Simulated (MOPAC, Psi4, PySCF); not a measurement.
Torsional profile of C5H9N, SMILES CCCCC#N. Scanned: dihedral C2–C3–C4–C5; all other coordinates were relaxed at GFN2-xTB. Points at φ and −φ are mirror images. Heavy atoms are numbered in the order of the SMILES CCCCC#N, hydrogens after them in the order of the atoms that carry them; the mirror image has the same energies with the sign of each dihedral reversed.

PM6, restricted, heats of formation // GFN2-xTB (MOPAC); RKS-LDA (SVWN5)/6-31G* = PySCF with restricted LDA (SVWN5)/6-31G*, spherical d, density fitting // GFN2-xTB; PBE-D3(BJ)/def2-TZVP // GFN2-xTB (Psi4).

Energies relative to the lowest point of each profile, in kJ/mol:

| φ / ° | PM6 | RKS-LDA (SVWN5)/6-31G* |
|---|---|---|
| -160 | 1.4 | 4.9 |
| -140 | 4.3 | 11.2 |
| -120 | 5.6 | 14.6 |
| -100 | 4.0 | 11.0 |
| -20 | 8.6 | 11.7 |
| 0 | 10.5 | 15.7 |
| 20 | 8.6 | 11.7 |
| 80 | 1.5 | 3.7 |
| 100 | 4.0 | 11.0 |
| 120 | 5.6 | 14.6 |
| 160 | 1.4 | 4.9 |
| 180 | 0.0 | 1.9 |

**Question.** What does PBE-D3(BJ)/def2-TZVP give at the same points?

**Answer.** -160: 3.5; -140: 9.4; -120: 12.3; -100: 8.9; -20: 12.1; 0: 15.9; 20: 12.1; 80: 2.5; 100: 8.9; 120: 12.3; 160: 3.5; 180: 0.7 (kJ/mol).
